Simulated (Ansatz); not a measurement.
Relaxation of CH2FNOSi (7 atoms, charge 0, multiplicity 1), to a largest force component of 0.02 eV/Å in at most 50 steps.

Computed with RKS B3LYP/def2-SVP in Ansatz.

```xyz
7
Properties=species:S:1:pos:R:3
O -0.902 -0.419 1.459
Si 0.108 -0.667 0.217
F 1.537 -0.903 0.807
C 0.120 0.152 -1.324
N 0.173 1.032 -0.459
H -0.002 1.867 0.135
H -0.010 0.148 -2.405
```

Task: Where does it end, and by what steps?

Result: The forces met the threshold. After 10 steps the energy has fallen by 2.296 eV; H6 moved furthest, 0.79 Å.

```
step  energy less start (eV)  largest force component (eV/Å)  accepted
   0                  0.0000                           5.959       yes
   1                 -0.9357                           4.532       yes
   2                 -1.7141                           1.693       yes
   3                 -2.0922                           1.055       yes
   4                 -2.2523                           0.555       yes
   5                 -2.2839                           0.559       yes
   6                 -2.2889                           0.165       yes
   7                 -2.2937                           0.092       yes
   8                 -2.2951                           0.051       yes
   9                 -2.2956                           0.045       yes
  10                 -2.2956                           0.015       yes
```

```xyz
7
Properties=species:S:1:pos:R:3
O -1.088 -1.030 1.411
Si 0.069 -0.582 0.519
F 1.622 -0.943 0.790
C 0.036 0.186 -1.164
N 0.212 1.147 -0.319
H 0.258 2.146 -0.555
H -0.086 0.287 -2.253
```

Time of the run: 8.9 s on 2 threads of AMD EPYC 9B45 (Zen 5), on a shared host, peak memory 0.19 GiB.
